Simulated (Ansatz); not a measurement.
The first iterations of a band of AsBH3 (5 atoms, charge 0, multiplicity 2).

Theory: UKS PBE0-D4/def2-SVP in Ansatz.

- movable images: 1
- climbing image: no
- spring: 5.0 eV/Å²
- optimiser: quadratic models (default)
- start path: through a guess of the saddle point
- force threshold: 0.03 eV/Å
- iteration limit: 60
- end points: relaxed

Image 0:

```xyz
5
Properties=species:S:1:pos:R:3
B -0.103 -0.638 0.100
As 1.053 0.989 -0.018
H -1.242 -0.559 0.496
H 0.372 -1.722 -0.144
H -0.080 1.929 -0.433
```

Image 2:

```xyz
5
Properties=species:S:1:pos:R:3
B -0.088 -0.382 0.164
As 1.085 1.160 0.410
H -1.171 -0.407 0.703
H 0.248 -1.282 -0.571
H -0.073 0.910 -0.706
```

| iteration | highest image above the first end (eV) | largest band force component (eV/Å) |
| --- | --- | --- |
| 1 | 1.825 | 3.075 |
| 2 | 1.202 | 1.510 |
| 3 | 0.796 | 1.512 |

**Question.** Does the band converge within its limit, and where does its top end?

**Answer.** It converged. It ended after 9 iterations with the highest image 0.078 eV above the first end. No image climbed, so the highest image needn't sit at the top of the path. So few images can step over the top or miss a turn of the path.

The run took 30 s on 1 thread of AMD EPYC 7R43 64-Core Processor (Zen 3), on a shared host, peak memory 0.16 GiB.
